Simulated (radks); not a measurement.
Polarisability of the cadmium ion Cd3+, [Kr] 4d9, at imaginary frequency. Calculated with a radial shooting solver on a logarithmic mesh with Libxc functionals: non-relativistic Kohn-Sham, exchange-only LDA, spin-polarised, spherical densities, point nucleus; open shells are filled with parallel spins first (spin-orbit coupling, left out, can overturn this in heavy ions); relativity is left out, which matters for an element this heavy. Response by self-consistent Sternheimer equations with the Hartree and adiabatic exchange-only LDA kernel.

w (hartree)  alpha1(iw) (bohr^3)
0.00266                    3.751
0.0143                     3.750
0.0360                     3.748
0.0697                     3.739
0.118                      3.719
0.186                      3.673
0.280                      3.581
0.413                      3.411
0.605                      3.124
0.892                      2.689
1.35                       2.104
2.12                       1.416
3.59                      0.7523
6.94                      0.2824
17.5                     0.06565

Static values: alpha1 = 3.751 bohr^3 (0.5558 angstrom^3; uncoupled 5.593). C6 = 16.72, triple-dipole C9 = 44.16 atomic units. One-pole (London) frequency 4 C6 / (3 alpha1^2) = 1.585 hartree, against 1.634 for minus the highest occupied eigenvalue. The dipole shielding factor is 0.938, as the force sum rule N/Z = 0.938 demands.
